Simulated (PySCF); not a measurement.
Order these species by their calculated properties.

All species are isolated and taken at one optimised geometry, non-relativistic unless stated; the electronic structure was computed with PySCF and density fitting.

The conformers computed, where there is a choice (atom-mapped SMILES and torsion angles):
- `[CH2:1]=[C:2]1[CH2:3][Si@@H:4]([PH2:5])[C@@H:6]1[CH:7]([CH3:8])[CH3:9]`: Si4–C6–C7–C8 -164°, H–P5–Si4–C3 148°, H–P5–Si4–C3 55°
- `[SiH3:1][CH2:2][SiH2:3][C:4]([SiH3:5])([SiH3:6])[SiH3:7]`: Si1–C2–Si3–C4 180°, C2–Si3–C4–Si5 180°
- `[CH3:1][O:2][C:3](=[O:4])/[CH:5]=[CH:6]/[C:7]([F:8])([F:9])[F:10]`: C1–O2–C3–O4 0°, O2–C3–C5–C6 180°, C5–C6–C7–F8 -121°
- `[CH2:1]=[CH:2][Si@@:3]1([PH2:4])[CH2:5][CH2:6][C@@H:7]1[CH2:8][CH3:9]`: C1–C2–Si3–P4 -73°, C6–C7–C8–C9 66°, H–P4–Si3–C2 42°, H–P4–Si3–C2 -50°
- `[OH:1][CH2:2][C@@H:3]1[CH:4]=[C:5]1[SiH2:6][CH2:7][Cl:8]`: O1–C2–C3–C4 52°, C4–C5–Si6–C7 15°, C5–Si6–C7–Cl8 -60°, H–O1–C2–C3 -53°

The conformers of `C=C[Si@H](P)C1CCCC1` and `C#CCC[Si](N)(N)O[SiH3]` aren't listed.

**Question.** Rank by HOMO energy, highest first (PBE0/pcSseg-1 at GFN2-xTB geometries).
A. `C=C[Si@@]1(P)CC[C@@H]1CC`
B. `C=C[Si@H](P)C1CCCC1`
C. `C#C[Si](F)(C#CC)C#CC`
D. `COC(=O)/C=C/C(F)(F)F`
E. `[SiH3]C[SiH2]C([SiH3])([SiH3])[SiH3]`
F. `C=C1C[Si@@H](P)[C@@H]1C(C)C`

**Answer.** F (-6.96 eV), A (-7.07 eV), B (-7.31 eV), C (-7.75 eV), E (-8.44 eV), D (-8.62 eV).

**Question.** Rank by smallest rotational constant, lowest first (GFN2-xTB).
A. `C=C[Si@@]1(P)CC[C@@H]1CC`
B. `COC(=O)/C=C/C(F)(F)F`
C. `[Si@H]1(CC(=C)[C@H]1C(C)C)P`
D. `OC[C@@H]1C=C1[SiH2]CCl`

**Answer.** B (0.505 GHz), C (0.597 GHz), A (0.649 GHz), D (0.724 GHz).

**Question.** Rank by HOMO–LUMO gap, highest first (PBE0/pcSseg-1 at GFN2-xTB geometries).
A. `C#C[Si](F)(C#CC)C#CC`
B. `C=C[Si@H](P)C1CCCC1`
C. `C#CCC[Si](N)(N)O[SiH3]`
D. `COC(=O)/C=C/C(F)(F)F`

**Answer.** C (7.65 eV), B (6.99 eV), A (6.83 eV), D (6.51 eV).

**Question.** Rank by dipole moment, lowest first (PBE0/pcSseg-1 at GFN2-xTB geometries).
A. `COC(=O)/C=C/C(F)(F)F`
B. `C=C[Si@@]1(P)CC[C@@H]1CC`
C. `C=C1C[Si@@H](P)[C@@H]1C(C)C`
D. `[SiH3]C[SiH2]C([SiH3])([SiH3])[SiH3]`

**Answer.** D (0.50 D), C (1.09 D), B (1.45 D), A (3.04 D).

**Question.** Give the two extremes of that set in atomic units.

**Answer.** `[SiH3]C[SiH2]C([SiH3])([SiH3])[SiH3]`: 0.20 au; `COC(=O)/C=C/C(F)(F)F`: 1.19 au.
